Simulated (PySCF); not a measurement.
# A series of related molecules

Computed, not measured: TDA CAM-B3LYP/def2-TZVP excited states, vertical, gas phase (PySCF 2.14.0). Geometry: PBE0-D3(BJ)/def2-SVP.

Each molecule in one low-energy conformer. The parent is c1cnc2nsnc2n1.

Question: How does the vertical S1–T1 gap change along this series?
- c1cnc2nsnc2n1 (base)
- c1nnc2nsnc2n1 (CH replaced by N)
- Clc1cnc2nsnc2n1 (H replaced by Cl)

Answer: 
```csv
molecule,S1 (eV),S1 from,f(S1),T1 (eV),T1 from,S1 − T1 (eV),S0–T1 spin-orbit coupling (cm⁻¹),S1–T1 spin-orbit coupling (cm⁻¹)
c1cnc2nsnc2n1,3.27,HOMO→LUMO,0.002,2.79,HOMO→LUMO,0.48,2.84,0.01
c1nnc2nsnc2n1,2.32,HOMO→LUMO,0.003,1.68,HOMO→LUMO,0.64,15.48,0.08
Clc1cnc2nsnc2n1,3.49,HOMO−1→LUMO,0.001,2.86,HOMO→LUMO,0.63,0.10,26.47
```
The vertical S1–T1 gap is lowest for c1cnc2nsnc2n1 and highest for c1nnc2nsnc2n1.
